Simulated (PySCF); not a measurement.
Molecule: SMILES [CH3][AlH][NH]C, C$_{2}$H$_{8}$AlN.

Bonds (- single, = double, # triple, : aromatic): C1-N2, N2-Al3, Al3-C4. C1 carries H5, H6, H7; N2 carries H8; Al3 carries H9; C4 carries H10, H11, H12.

Frames of a GFN2-xTB Langevin trajectory at 300 K; GIAO PBE0/pcSseg-1 shieldings in PySCF 2.14.0 with density-fitted response routines, gas phase, non-relativistic; equivalent atoms averaged within each frame.

Scale: 13C (σ = 186.93 ppm) and 1H (σ = 31.72 ppm) against TMS; NH3 for 15N (σ = 267.73 ppm); AlH4- for 27Al (σ = 489.97 ppm) (reference shieldings calculated alike). The references are static minima.

Question: How do the shifts (ppm) fluctuate along the trajectory?

Answer: 
| time (fs) | C1 | C4 | N2 | Al3 | H9 | H5/H6/H7 | H8 | H10/H11/H12 |
| --- | --- | --- | --- | --- | --- | --- | --- | --- |
| 250 | 38.6 | -11.9 | 57.9 | 145.9 | 5.17 | 2.99 | 1.26 | -1.46 |
| 425 | 40.4 | -9.3 | 74.3 | 125.3 | 4.87 | 3.79 | 2.24 | 0.03 |
| 625 | 32.9 | -10.5 | 47.3 | 154.0 | 4.68 | 3.18 | -0.53 | -0.08 |
| 800 | 37.0 | -12.1 | 85.3 | 145.2 | 4.52 | 3.30 | 2.45 | -0.79 |
| 1000 | 32.2 | -2.3 | 26.8 | 182.9 | 4.47 | 3.22 | -0.99 | -0.08 |
| mean of frames | 36.2 | -9.2 | 58.3 | 150.6 | 4.74 | 3.30 | 0.89 | -0.47 |
| standard deviation | 3.6 | 4.1 | 22.9 | 20.9 | 0.28 | 0.30 | 1.58 | 0.64 |

5 frames give an uncertainty of the mean of about the standard deviation over 2.2 at best, since frames this close in time may not be independent; classical motion lacks zero-point vibration, and the reference would need the same averaging.
